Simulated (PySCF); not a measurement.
A structure optimised at B3LYP-D3(BJ)/def2-TZVPD, used in a PySCF frequency run:

```xyz
2

Be     0.0000     0.0000    -0.8825
O      0.0000     0.0000     0.4412
```

Problem. Write its SMILES, formula and point group.

Solution. [Be]=[O], BeO, C∞v

Problem. What are its rotational constants (standard atomic weights)?

Solution. 50.030 GHz (linear rotor, B only)
